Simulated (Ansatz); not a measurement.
Program: Ansatz. Geometries: PBE0-D4/def2-TZVP. ΔE: electronic, gas phase. CCSD(T)/CBS is the MP2 limit (def2-TZVPP, def2-QZVPP) plus CCSD(T) − MP2 in def2-TZVPP, frozen cores. This one scheme is used for every species. DFT in def2-TZVPP. Each species was taken in one conformer, which may not be the lowest.

`BC(F)CC` + H–F → `BC(F)F` + `CC`  (substitution at a C–C bond)

`BC(F)CC`:

Cartesian coordinates in Å:
```
B 0.505 -0.117 1.754
C -0.610 -0.430 0.718
F -1.308 -1.603 1.023
C -0.168 -0.505 -0.742
C 0.282 0.829 -1.311
H 0.678 -0.820 2.703
H 1.175 0.861 1.603
H -1.341 0.397 0.800
H 0.625 -1.252 -0.846
H -1.024 -0.885 -1.309
H -0.507 1.581 -1.226
H 1.165 1.216 -0.798
H 0.530 0.729 -2.369
```

H–F:

Z-matrix (Å, degrees):
```
F
H 1 0.920
```

`BC(F)F`:

Cartesian coordinates in Å:
```
B -0.804 0.385 -0.306
C 0.543 -0.254 0.206
F 0.430 -0.906 1.399
F 1.114 -1.127 -0.673
H -0.949 0.562 -1.475
H -1.600 0.769 0.492
H 1.267 0.571 0.357
```

`CC`:

```xyz
8

C     0.209   -0.730    0.022
C    -0.209    0.730   -0.022
H     1.083   -0.875    0.661
H    -0.592   -1.362    0.414
H     0.464   -1.102   -0.973
H    -1.083    0.875   -0.661
H     0.592    1.362   -0.414
H    -0.464    1.102    0.973
```

CCSD(T)/CBS gives +0.46 eV.

(1) Another level gave +0.27 eV. Which?
A. PBE0-D4/def2-TZVPP
B. MP2/def2-TZVPP
C. r2SCAN/def2-TZVPP
D. HF/def2-TZVPP

Largest T1 diagnostic among the species: 0.011.

## Answers

(1) C. r2SCAN 0.27, HF/def2-TZVPP 0.10, PBE0-D4 0.36, MP2/def2-TZVPP 0.48 eV.

From PBE to PBE0 (25 % exact exchange), in def2-TZVPP and without D4, ΔE moves by +0.04 eV. The D4 term adds +0.10 eV with B3LYP and +0.06 eV with PBE0; it sums over pairs of atoms, weighted by their polarisabilities, and B3LYP, whose exchange is more repulsive, gets the larger term. In def2-TZVPP, CCSD(T) changes the Hartree–Fock value by +0.29 eV (the triples alone add +0.03 eV) and MP2 by +0.38 eV.

B3LYP here is the variant with VWN-RPA as its local correlation; programs differ in this.
